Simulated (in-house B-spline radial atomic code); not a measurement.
# TDHF excitations of P IV (P3+)

Method: TDHF. Computed with an all-electron radial atomic-structure program (B-spline basis): linear response of the closed shell [Ne] 3s2 with bare exchange (time-dependent Hartree-Fock); scalar-relativistic (spin-free one-electron X2C), finite nucleus, no spin-orbit coupling, no double excitations, S, P, D and F terms only.

Command:
```bash
python run_td.py task.json out
```
Settings (radii: box in bohr, nucleus in fm):
```
Z                        15
electrons                12
configuration            [Ne] 3s2
hamiltonian              x2c
method                   hf
box_radius               23.08
rms_radius               3.1889
intervals                73
```

Cost of the run: 0.5 s on 1 thread of Intel(R) Xeon(R) Platinum 8488C (Sapphire Rapids) (shared host).

The lowest states, in the order of their Tamm-Dancoff energies; the method's threshold (minus the highest occupied level) is 50.00 eV. Labels give the largest channel, * marks a mixed state, and oscillator strengths are full-response dipole values. Energies in eV:

```
     state  full response  Tamm-Dancoff  oscillator strength
3s → 3p 3P          6.457         7.211                    -
3s → 3p 1P         12.776        13.205                 1.52
3s → 3d 3D         22.284        22.328                    -
3s → 3d 1D         24.536        24.572                    -
3s → 4s 3S         26.913        26.932                    -
3s → 4s 1S         28.151        28.171                    -
3s → 4p 3P          30.60         30.61                    -
3s → 4p 1P          31.17         31.20               0.0508
3s → 4d 3D              ?             ?                    -
3s → 4d 1D              ?             ?                    -
```

Problem. Where does 3s → 4d 1D lie?

Solution. At 35.55 eV in full response, 35.56 eV in Tamm-Dancoff.

Problem. Where does 3s → 4d 3D lie?

Solution. At 35.13 eV in full response, 35.14 eV in Tamm-Dancoff.

Problem. How large is the singlet-triplet splitting of 3s → 3p (P terms) in Tamm-Dancoff?

Solution. 5.99 eV, from the unrounded values.

Problem. What polarisabilities and dispersion coefficient does the method give?

Solution. Dipole 7.084 bohr³, quadrupole 13.42 bohr⁵, C6 18.51 hartree·bohr⁶ for two such species.
